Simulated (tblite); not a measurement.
Compound: C₆H₉BrO.
Bonds: C1–C2, C2–C3, C3–O4 (double), C3–Br5, C2–C6, C6–C7, C7–C8, C2–C8. Hydrogens: H9, H10, H11 on C1; H12, H13 on C6; H14, H15 on C7; H16, H17 on C8.

Computed with GFN2-xTB (tblite), gas phase: L-BFGS steps from a force-field or distance-geometry start until the largest atomic force falls under 0.01 eV/Å.

Step 5: E = -695.7904 eV
```
atom  x, y, z in Å  |  force x, y, z in eV/Å
C1     -0.7892    1.3419    0.2489   -0.166   0.167   0.023
C2     -0.4167   -0.0827   -0.1473   -0.121  -0.046  -0.042
C3     -1.5854   -0.9340   -0.4886    0.164  -0.076  -0.003
O4     -1.8361   -1.5250   -1.4781   -0.073   0.096   0.139
Br5    -2.7898   -1.1718    1.1010    0.125   0.088  -0.198
C6      0.7803   -0.0759   -1.1175   -0.082  -0.003  -0.220
C7      1.6671   -0.0237    0.1264    0.182   0.087  -0.102
C8      0.5309   -0.6869    0.9038    0.031  -0.044   0.076
H9     -1.7626    1.6234   -0.1234   -0.310   0.027  -0.086
H10    -0.0729    2.0454   -0.1654   -0.019   0.030   0.034
H11    -0.7877    1.4458    1.3289   -0.128   0.056   0.077
H12     0.8060    0.7464   -1.8340    0.112  -0.117   0.067
H13     0.9164   -1.0260   -1.6292   -0.176   0.022  -0.131
H14     2.6391   -0.4959    0.0724    0.050  -0.226   0.062
H15     1.7792    1.0005    0.4505    0.258   0.195   0.154
H16     0.5541   -1.7644    0.8021    0.101  -0.241   0.149
H17     0.3605   -0.4052    1.9397    0.054  -0.015   0.001
```

Step 6: E = -695.8097 eV
```
atom  x, y, z in Å  |  force x, y, z in eV/Å
C1     -0.7946    1.3449    0.2506   -0.220   0.116   0.000
C2     -0.4200   -0.0828   -0.1519    0.030   0.016   0.150
C3     -1.5835   -0.9370   -0.4973    0.158   0.092   0.309
O4     -1.8424   -1.5279   -1.4802   -0.087  -0.040  -0.125
Br5    -2.7861   -1.1673    1.0986    0.107   0.075  -0.179
C6      0.7759   -0.0749   -1.1230    0.091   0.013   0.067
C7      1.6715   -0.0243    0.1247    0.097   0.094  -0.094
C8      0.5318   -0.6864    0.9076    0.045  -0.063  -0.062
H9     -1.7712    1.6249   -0.1232   -0.216   0.003  -0.068
H10    -0.0778    2.0491   -0.1653   -0.050  -0.010   0.066
H11    -0.8002    1.4533    1.3333   -0.090   0.004  -0.037
H12     0.8128    0.7399   -1.8416    0.068   0.026   0.037
H13     0.9038   -1.0198   -1.6398   -0.125  -0.098  -0.115
H14     2.6460   -0.5006    0.0776   -0.077  -0.208   0.016
H15     1.7989    1.0006    0.4574    0.162   0.063   0.051
H16     0.5632   -1.7682    0.8140    0.062  -0.119   0.099
H17     0.3648   -0.4115    1.9485    0.044   0.036  -0.113
```

Step 7: E = -695.8214 eV
```
atom  x, y, z in Å  |  force x, y, z in eV/Å
C1     -0.8021    1.3487    0.2514   -0.194   0.031  -0.019
C2     -0.4212   -0.0819   -0.1524    0.120   0.046   0.190
C3     -1.5800   -0.9390   -0.4988    0.078   0.114   0.319
O4     -1.8469   -1.5283   -1.4805   -0.034  -0.042  -0.155
Br5    -2.7815   -1.1632    1.0932    0.075   0.061  -0.124
C6      0.7744   -0.0747   -1.1255    0.159   0.022   0.179
C7      1.6759   -0.0226    0.1223    0.035   0.016  -0.029
C8      0.5340   -0.6875    0.9085    0.069  -0.030  -0.102
H9     -1.7813    1.6260   -0.1248   -0.121  -0.017  -0.044
H10    -0.0815    2.0511   -0.1640   -0.095  -0.025   0.079
H11    -0.8091    1.4578    1.3356   -0.087  -0.015  -0.094
H12     0.8182    0.7365   -1.8449    0.038   0.100   0.015
H13     0.8940   -1.0180   -1.6481   -0.093  -0.106  -0.062
H14     2.6487   -0.5080    0.0809   -0.138  -0.163  -0.020
H15     1.8135    1.0025    0.4627    0.100  -0.051  -0.029
H16     0.5696   -1.7732    0.8229    0.042   0.002   0.054
H17     0.3682   -0.4142    1.9515    0.045   0.057  -0.159
```

Step 8: E = -695.8320 eV
```
atom  x, y, z in Å  |  force x, y, z in eV/Å
C1     -0.8126    1.3527    0.2516   -0.110  -0.073  -0.033
C2     -0.4202   -0.0800   -0.1498    0.145   0.044   0.124
C3     -1.5757   -0.9406   -0.4963   -0.013   0.078   0.175
O4     -1.8506   -1.5270   -1.4799    0.059   0.025  -0.068
Br5    -2.7755   -1.1580    1.0849    0.025   0.042  -0.036
C6      0.7754   -0.0744   -1.1258    0.151   0.028   0.165
C7      1.6811   -0.0209    0.1199   -0.011  -0.083   0.046
C8      0.5380   -0.6891    0.9078    0.079   0.018  -0.078
H9     -1.7940    1.6267   -0.1276   -0.029  -0.041  -0.023
H10    -0.0866    2.0524   -0.1610   -0.140  -0.021   0.075
H11    -0.8189    1.4614    1.3363   -0.104  -0.018  -0.105
H12     0.8239    0.7353   -1.8464    0.015   0.123   0.021
H13     0.8833   -1.0181   -1.6563   -0.059  -0.041   0.028
H14     2.6484   -0.5188    0.0834   -0.135  -0.118  -0.052
H15     1.8288    1.0041    0.4671    0.051  -0.154  -0.096
H16     0.5762   -1.7786    0.8318    0.027   0.115   0.000
H17     0.3721   -0.4151    1.9504    0.050   0.076  -0.142
```

**Question.** Estimate the geometry and energy of step 9. (The exact step hangs on the optimiser's Hessian estimate; all steps are aligned on step 8, rigid shifts and turns removed.)

**Answer.** E = -695.8393 eV, largest force 0.218 eV/Å
```
atom  x, y, z in Å  |  force x, y, z in eV/Å
C1     -0.8215    1.3542    0.2511   -0.029  -0.126  -0.033
C2     -0.4175   -0.0781   -0.1462    0.098   0.018   0.015
C3     -1.5728   -0.9409   -0.4921   -0.042   0.040   0.017
O4     -1.8515   -1.5243   -1.4789    0.124   0.086   0.026
Br5    -2.7709   -1.1537    1.0783   -0.021   0.026   0.039
C6      0.7785   -0.0738   -1.1243    0.076   0.031   0.075
C7      1.6850   -0.0212    0.1192   -0.017  -0.136   0.063
C8      0.5423   -0.6899    0.9064    0.058   0.052  -0.022
H9     -1.8037    1.6263   -0.1303    0.019  -0.065  -0.018
H10    -0.0926    2.0529   -0.1575   -0.152   0.001   0.054
H11    -0.8273    1.4633    1.3349   -0.123  -0.017  -0.071
H12     0.8281    0.7364   -1.8461    0.010   0.102   0.050
H13     0.8750   -1.0187   -1.6608   -0.030   0.034   0.095
H14     2.6456   -0.5288    0.0839   -0.072  -0.106  -0.065
H15     1.8398    1.0030    0.4684    0.032  -0.182  -0.115
H16     0.5809   -1.7807    0.8375    0.017   0.150  -0.037
H17     0.3757   -0.4139    1.9466    0.052   0.092  -0.072
```

The energy changes by -0.0073 eV. The first-order estimate −F·Δx gives -0.0099 eV and the mean of the old and new forces, exact on a quadratic surface, -0.0073 eV. The step makes an angle of 57° with the force vector and moves no atom by more than 0.011 Å.
